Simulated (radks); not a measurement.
Q: All-electron atom: Rb+ in [Ar] 3d9 4s2 4p6 5p1 (not the ground configuration). All-electron calculation, Dirac Kohn-Sham, BLYP, spin-unpolarised, spherical densities, point nucleus; open shells are shared between the two j in proportion to 2j + 1. Program: a radial shooting solver on a logarithmic mesh with Libxc functionals. Some entries of the table are withheld. Estimate them.

orbital      occ.  eigenvalue (hartree)  <1/r> (bohr^-1)
1s1/2           2             -553.5727            37.88
2s1/2           2             -75.02251            8.503
2p1/2           2             -68.16680            8.474
2p3/2           4             -65.93213            8.162
3s1/2           2             -11.97777            2.849
3p1/2           2              -9.52289            2.742
3p3/2           4              -9.17854            2.667
3d3/2         3.6              -4.89333            2.450
3d5/2         5.4              -4.83357            2.431
4s1/2           2                   (1)           0.9778
4p1/2           2                   (2)           0.8543
4p3/2           4                   (3)           0.8346
5p1/2    0.333333              -0.21991           0.2676
5p3/2    0.666667              -0.21582           0.2633

A: 
(1) 4s1/2 eigenvalue (hartree): -1.72844
(2) 4p1/2 eigenvalue (hartree): -1.11611
(3) 4p3/2 eigenvalue (hartree): -1.07607
